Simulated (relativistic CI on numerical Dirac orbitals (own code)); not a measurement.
Pd³⁺: L-alpha,beta X-ray emission

Computed with this model: Dirac-Coulomb-Breit CI, KLI orbitals optimised for each configuration, model QED, valence Slater integrals scaled by 0.8, multiplet model of X-ray emission after core ionisation; configurations [Kr] 4d7 → [He] 2s2 2p5 3s2 3p6 3d10 4s2 4p6 4d7 → [Ar] 3d9 4s2 4p6 4d7; 300 K; Lorentzian 2 eV and Gaussian 0.6 eV FWHM. Energies are those of the free ion, without screening or charge transfer. S is read from ⟨S²⟩ = S(S + 1).

Field parameters in Wybourne normalisation: Td as Oh with Dq negative (B⁴₀ = 21Dq, B⁴₄ = √(5/14) B⁴₀). The field is a parameter set, without covalency.

free ion: ground-state S = 1.48, centroid 2891.46 eV. Peaks (eV, height): 2840.2 (100), 2991.2 (33), 2993.8 (21).

Td, 10Dq = -16700 cm⁻¹: ground-state S = 1.49, centroid 2891.45 eV. Peaks (eV, height): 2840.2 (100), 2991.6 (35).

Strongest unbroadened transitions for Td, 10Dq = -16700 cm⁻¹:

| Energy (eV) | Relative strength |
| --- | --- |
| 2839.87 | 38.0 |
| 2839.96 | 22.5 |
| 2839.97 | 43.7 |
| 2840.04 | 50.4 |
| 2840.06 | 53.4 |
| 2840.07 | 93.2 |
| 2840.09 | 57.3 |
| 2840.10 | 26.4 |
| 2840.20 | 43.5 |
| 2840.21 | 82.2 |
| 2840.32 | 36.5 |
| 2840.36 | 33.6 |
| 2840.41 | 30.2 |
| 2840.48 | 100.0 |
| 2840.50 | 49.6 |
| 2840.51 | 21.0 |
| 2840.84 | 30.9 |
| 2991.69 | 19.1 |
